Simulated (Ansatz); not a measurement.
One geometry of SnH2Me(NHiPr) (C₄H₁₃NSn), several levels of theory.

```yaml
crystal:
  periodic: [false, false, false]
  atoms:
    - {symbol: C, position_ang: [-0.858253, 3.206486, -0.302864]}
    - {symbol: C, position_ang: [-0.153581, -1.458754, -0.363945]}
    - {symbol: C, position_ang: [-0.615338, -1.893480, 1.037701]}
    - {symbol: C, position_ang: [1.347535, -1.691341, -0.549594]}
    - {symbol: N, position_ang: [-0.497099, -0.075879, -0.705107]}
    - {symbol: Sn, position_ang: [0.476544, 1.558345, 0.140291]}
    - {symbol: H, position_ang: [0.764878, 1.439883, 1.858528]}
    - {symbol: H, position_ang: [1.991133, 1.734282, -0.679853]}
    - {symbol: H, position_ang: [-0.381358, 4.166028, -0.024910]}
    - {symbol: H, position_ang: [-1.800752, 3.096329, 0.268280]}
    - {symbol: H, position_ang: [-1.087371, 3.216082, -1.386121]}
    - {symbol: H, position_ang: [-1.512941, 0.065382, -0.625250]}
    - {symbol: H, position_ang: [-0.679019, -2.112195, -1.103531]}
    - {symbol: H, position_ang: [-0.094480, -1.304900, 1.823529]}
    - {symbol: H, position_ang: [-0.411250, -2.969168, 1.225144]}
    - {symbol: H, position_ang: [-1.706369, -1.731343, 1.162814]}
    - {symbol: H, position_ang: [1.936935, -1.100090, 0.186843]}
    - {symbol: H, position_ang: [1.610850, -2.756908, -0.396388]}
    - {symbol: H, position_ang: [1.669924, -1.388760, -1.565579]}
basis:
  gaussian: {orbitals: def2-SVP, initial_orbitals: start.molden}
hamiltonian: {xc: pbe, dispersion: d4}
scf: {omitted_lower_state_checks: [starts]}
output: {orbitals: {seedname: orbitals}}
```

The file start.molden holds the orbitals of an earlier run on this structure, at another level or in another basis.

```sh
$ ansatz run in.yaml --threads 4 --pin off --events-out ev --progress --plain --max-ram 4787MiB
```

Shortened log:

```
Functional definition: PBE
1849 factors; their error is unknown
mean field evaluation 1: about -11668.1359 eV, gradient 2.5e1 eV
mean field evaluation 2: about -11668.5029 eV, gradient 4.9e-1 eV
mean field evaluation 4: about -11668.4351 eV, gradient 3.4e-1 eV
mean field evaluation 8: about -11668.4354 eV, gradient 1.4e-5 eV
mean field -11668.43538114 eV, -428.8070911074 hartree, gradient 1.4e-5 eV, S^2 0.000000; 0 other end points of the search recorded, 0 dependent functions left out
reference -11668.43542865 eV, -428.8070928533 hartree; 33, 33 occupied and 128, 128 virtual orbitals, 1849 factors
Total energy: -11668.87161978 eV, -428.8231225818 hartree
Checks for a lower state left out: starts
```

Hardware: 4 threads of Arm Neoverse V2 on a shared host. Wall time 1.9 s.

First input, but with `gaussian: {orbitals: def2-TZVP, initial_orbitals: start.molden}`, `correlation: {method: mp2}` and without the key `hamiltonian` (abridged; 6.5 s):

```
Functional definition: HF
mean field -11616.37437209 eV, -426.8938843130 hartree, gradient 3.3e-6 eV, S^2 0.000000
9 core orbitals not correlated: weight in the atoms' cores, before any rotation towards them, 1.000 or more for the frozen orbitals, at most 0.000 for the correlated occupied ones
second order -33.45185273 eV of doubles, -0.00000000 eV of singles
Total energy: -11649.82622482 eV, -428.1232172262 hartree
Checks for a lower state left out: starts
```

First input, but with `gaussian: {orbitals: def2-TZVP, initial_orbitals: start.molden}`, `hamiltonian: {xc: {name: BHLYP}, dispersion: d4}` (abridged; 6 s):

```
Functional definition: BHLYP
mean field -11677.73161452 eV, -429.1487213827 hartree, gradient 1.0e-5 eV, S^2 0.000000
Total energy: -11678.26436543 eV, -429.1682996178 hartree
Checks for a lower state left out: starts
```

The first input with `gaussian: {orbitals: def2-TZVP, initial_orbitals: start.molden}`, `hamiltonian: {xc: {name: wB97M-V}}` (abridged; 16 s):

```
Functional definition: wB97M-V
mean field -11678.76612832 eV, -429.1867390637 hartree, gradient 1.8e-5 eV, S^2 0.000000
Total energy: -11678.76619854 eV, -429.1867416445 hartree
Checks for a lower state left out: starts
```

As the first input, with `hamiltonian: {xc: pbe0, dispersion: d4}` (abridged; 2.7 s):

```
Functional definition: PBE0
mean field -11669.88920107 eV, -428.8605180044 hartree, gradient 1.0e-5 eV, S^2 0.000000
Total energy: -11670.26181393 eV, -428.8742112742 hartree
Checks for a lower state left out: starts
```

First input, but with `gaussian: {orbitals: def2-TZVP, initial_orbitals: start.molden}`, `hamiltonian: {xc: r2scan, dispersion: d4}` (abridged; 7 s):

```
Functional definition: r2SCAN
mean field -11682.12862573 eV, -429.3103085644 hartree, gradient 9.1e-6 eV, S^2 0.000000
Total energy: -11682.24370298 eV, -429.3145375752 hartree
Checks for a lower state left out: starts
```

The first input with `gaussian: {orbitals: def2-TZVP, initial_orbitals: start.molden}`, `hamiltonian: {xc: pbe0, dispersion: d4}` (abridged; 6.5 s):

```
Functional definition: PBE0
mean field -11676.50852823 eV, -429.1037737907 hartree, gradient 8.7e-6 eV, S^2 0.000000
Total energy: -11676.88114935 eV, -429.1174673644 hartree
Checks for a lower state left out: starts
```

Geometry: PBE-D4/def2-SVP.

In the def2 sets Sn takes a core potential; there is no spin–orbit coupling. Correlated methods freeze 9 core orbitals; core or outer-core shells of Sn are correlated, in sets that lack core-valence functions.
